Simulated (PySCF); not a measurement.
C4H8BN, SMILES NB1CC=CC1.

Geometry optimised at B3LYP-D3(BJ)/def2-SVP. The structure was generated by enumeration, and PubChem lists no compound with its InChIKey, so it may never have been made. The values are those of a single conformer.

Method: PySCF with PBE/def2-TZVP.

Symmetry labels are those of the subgroup C2v that the program uses (full group C2v).

Problem. List the valence orbital energies around the gap with their symmetry. (An estimate is asked for; the answer gives what the named calculation found.)

Solution. 
| orbital | symmetry | energy (eV) |
|---|---|---|
| HOMO−7 | B1 | -10.15 |
| HOMO−6 | A2 | -9.20 |
| HOMO−5 | A1 | -8.74 |
| HOMO−4 | A1 | -8.05 |
| HOMO−3 | B2 | -8.01 |
| HOMO−2 | B1 | -6.92 |
| HOMO−1 | B2 | -6.66 |
| HOMO | B1 | -5.50 |
| LUMO | A2 | -0.19 |
| LUMO+1 | B1 | -0.15 |
| LUMO+2 | A1 | 0.09 |
| LUMO+3 | A1 | 0.98 |
